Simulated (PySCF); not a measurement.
Calculated NMR data

Level of theory: geometry from GFN2-xTB, σ from GIAO-PBE0/pcSseg-1, in PySCF (a single conformation, equivalent nuclei averaged, non-relativistic Hamiltonian, isolated molecule).

Referencing at the same level of theory: 1H (σ = 31.72 ppm), 13C (σ = 186.93 ppm) vs TMS. Where no couplings were computed, multiplicities follow the n + 1 count of equivalent neighbours, and m marks all less simple cases (inequivalent or close neighbours, rings, F or P nearby). Shifts are as computed. Against solution values, carbons near 30 ppm lie about +3 ppm off and those near 130 ppm about +5 ppm. Of 1309 compounds with measured shifts, 239 miss one by over three times the rms of a fit or turn the order of signals round; such compounds aren't used in these exercises.

**1.** SMILES C(/C(C)=C1/C[SiH2]1)N(C)C, C7H15NSi. 1H NMR (500 MHz, computed): δ 3.21 (m, 2H), 2.96 (s, 2H), 2.22 (s, 3H), 2.18 (s, 6H), 1.12 (m, 2H). 13C{1H} NMR (computed): δ 155.5, 129.4, 73.4, 46.4, 22.6, -0.6.

**2.** SMILES O=C[C@@](C#CC)(C)[C@H](C)[SiH3], C8H14OSi. 1H NMR (500 MHz, computed): δ 9.71 (s, 1H), 4.09 (d, 3H), 2.13 (s, 3H), 1.41 (s, 3H), 1.22 (d, 3H), 0.92 (m, 1H). 13C{1H} NMR (computed): δ 214.3, 91.5, 86.8, 50.6, 26.4, 26.4, 18.5, 4.7.
